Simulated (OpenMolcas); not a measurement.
## What dynamic correlation does to the levels of Fe III

```yaml
Program: OpenMolcas 26.06
Basis: ANO-RCC-VQZP [7s6p4d3f2g1h]
Scalar_Hamiltonian: DKH2, point nucleus
Active_space: 6 electrons in 5 orbitals (3d)
State_averaging: 2S+1 = 5 even, 5 roots; 2S+1 = 3 even, 45 roots; 2S+1 = 1 even, 50 roots
Spin-orbit_coupling: state interaction with AMFI integrals over the reference wave functions, term energies averaged over their components
```

Methods on the same reference wave functions:
A. CASSCF
B. SS-CASPT2, IPEA 0.25 Eh, imaginary shift 0.1 Eh (closed shells correlated: 3s 3p)
C. MS-CASPT2, IPEA 0.25 Eh, imaginary shift 0.1 Eh (closed shells correlated: 3s 3p)

Energies in cm-1 above 3d6 5D4, the measured ground level; measured values from Corliss and Sugar, J. Phys. Chem. Ref. Data 11, 135 (1982).

```json
{"Level": "3d6 5D4", "A": "0.0", "B": "0.0", "C": "0.0", "Measured": "0.0"}
{"Level": "3d6 5D3", "A": "432", "B": "434", "C": "435", "Measured": "436"}
{"Level": "3d6 5D2", "A": "740", "B": "739", "C": "739", "Measured": "739"}
{"Level": "3d6 5D1", "A": "939", "B": "935", "C": "935", "Measured": "932"}
{"Level": "3d6 5D0", "A": "1037", "B": "1031", "C": "1032", "Measured": "1027"}
{"Level": "3d6 3H6", "A": "22591", "B": "19830", "C": "19830", "Measured": "20051"}
{"Level": "3d6 3H5", "A": "22819", "B": "20040", "C": "20040", "Measured": "20301"}
{"Level": "3d6 3H4", "A": "22993", "B": "20200", "C": "20200", "Measured": "20482"}
{"Level": "3d6 3P2(1)", "A": "24743", "B": "18920", "C": "18920", "Measured": "19405"}
{"Level": "3d6 3F4(1)", "A": "25878", "B": "21170", "C": "21170", "Measured": "21462"}
{"Level": "3d6 3P1(1)", "A": "26008", "B": "20190", "C": "20190", "Measured": "20688"}
{"Level": "3d6 3F3(1)", "A": "26115", "B": "21390", "C": "21390", "Measured": "21700"}
{"Level": "3d6 3F2(1)", "A": "26290", "B": "21540", "C": "21540", "Measured": "21857"}
{"Level": "3d6 3P0(1)", "A": "26551", "B": "20730", "C": "20720", "Measured": "21208"}
{"Level": "3d6 3G5", "A": "28522", "B": "24420", "C": "24420", "Measured": "24559"}
{"Level": "3d6 3G4", "A": "28917", "B": "24790", "C": "24790", "Measured": "24941"}
{"Level": "3d6 3G3", "A": "29107", "B": "24970", "C": "24970", "Measured": "25142"}
{"Level": "3d6 1I6", "A": "33983", "B": "30090", "C": "30090", "Measured": "30356"}
{"Level": "3d6 1G4(1)", "A": "35835", "B": "30910", "C": "30910", "Measured": "30886"}
{"Level": "3d6 3D1", "A": "36901", "B": "30620", "C": "30620", "Measured": ""}
{"Level": "3d6 3D2", "A": "36931", "B": "30630", "C": "30630", "Measured": ""}
{"Level": "3d6 3D3", "A": "37051", "B": "30760", "C": "30760", "Measured": "30858"}
{"Level": "3d6 1S0(1)", "A": "41646", "B": "34580", "C": "34530", "Measured": "34812"}
{"Level": "3d6 1D2(1)", "A": "44604", "B": "36220", "C": "36220", "Measured": "35804"}
```

Deviations, from unrounded energies. A percentage is the sum of absolute deviations over the sum of measured energies, with the sign that they share, or ± where signs differ.

| Against measurement | Levels | A | B | C |
| --- | --- | --- | --- | --- |
| mean absolute deviation (cm-1) | 21 | 3800 | 220 | 220 |
| fine structure of the ground term (%) | 4 | ±0.7 | ±0.3 | ±0.3 |
| other terms of the ground configuration (%) | 17 | +18.6 | ±1.1 | ±1.1 |

B, C lie about equally close to measurement and A furthest from it. The largest miss of B in the table is 3d6 3P1(1), by -500 cm-1. The ranking rests on the paired levels alone, and a cruder setting can come out closer through cancelling errors.

Between B and C the level of the table that moves most is 3d6 1S0(1), by 45 cm-1 (lowest in C, highest in B). Moves below CASPT2's spread within the term are not significant.

The two smallest mean deviations differ by little beside CASPT2's spread within terms, so their order carries little weight.

From A to B the spin-free energies of the other terms of 3d6 shown, above 5D, scale by factors of 0.77 to 0.88, as is usual when dynamic correlation screens the repulsion within a d or f shell.

The lowest spin-free term lies below A's lowest term by 0.540 hartree in B, 0.540 hartree in C.

CASPT2 breaks the degeneracy within a term, and the mean is taken; among the terms shown or strongly mixed into the levels shown the widest spread is 1400 cm-1 (3d6 1I, C). The CASPT2 spread within a term exceeds the gap to the next term for 3d6 3D and 3d6 1G(1), so the order of their levels is uncertain (figures for B; the like holds for C). Without dynamic correlation excited terms often stand tens of per cent too high (terms of higher spin than the ground term too low), and those without a measured partner can miss by more than the paired ones (holds for A). Measured partners are found by configuration, term and J. A level has none where our copy of the source lacks it or the pairing is in doubt (some pairs that miss far off the trend of their configuration count as doubtful), and it then counts in no deviation. Only configurations of the active space appear. Levels that lie high or do not pair safely by name in every column are left out.

A number in round brackets counts repeated terms of one configuration in the order of the reference energies.
